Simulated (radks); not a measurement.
Valence configurations of the hafnium ion Hf+ (all share [Xe]). Calculated with a radial shooting solver on a logarithmic mesh with Libxc functionals: scalar-relativistic Kohn-Sham, LDA (Slater exchange, Perdew-Wang correlation), spin-polarised, spherical densities, finite nucleus; open shells are filled with parallel spins first (spin-orbit coupling, left out, can overturn this in heavy ions); Fermi nuclear charge, rms radius 5.347 fm. Energies are relative to 4f14 5d1 6s2; eigenvalues in eV for spin up.

| valence | E (eV) | moment (Bohr magnetons) | e(4f) | e(5d) | e(6p) | e(6s) |
|---|---|---|---|---|---|---|
| 4f14 5d1 6s2 | 0.000 | 1 | -26.460 | -11.212 | - | -12.275 |
| 4f14 5d2 6s1 | 0.412 | 3 | -24.020 | -10.057 | - | -11.832 |
| 4f14 6s2 6p1 | 4.720 | 1 | -30.620 | - | -8.485 | -14.016 |
| 4f13.5 5d1.5 6s2 | 8.315 | 2 | -30.725 | -12.115 | - | -12.634 |
| 4f13.5 5d1 6s2 6p0.5 | 10.880 | 2 | -32.832 | -13.506 | -8.025 | -13.530 |
| 4f13 5d1 6s2 6p1 | 24.363 | 3 | -39.476 | -15.876 | -8.834 | -14.743 |
| 4f13 6s2 6p2 | 32.227 | 3 | -43.955 | - | -10.046 | -16.429 |
| 4f12.5 5d1 6s2 6p1.5 | 40.593 | 4 | -46.369 | -18.313 | -9.606 | -15.922 |
| 4f12.5 5d0.5 6s2 6p2 | 45.164 | 4 | -48.662 | -19.784 | -10.204 | -16.765 |
| 4f12 5d1 6s2 6p2 | 59.692 | 5 | -53.495 | -20.810 | -10.351 | -17.075 |

NIST lists [Xe] 4f14 5d1 6s2 as the ground configuration; this level of theory agrees among the configurations tried. The energies are those of spherical high-spin densities, not of single terms.
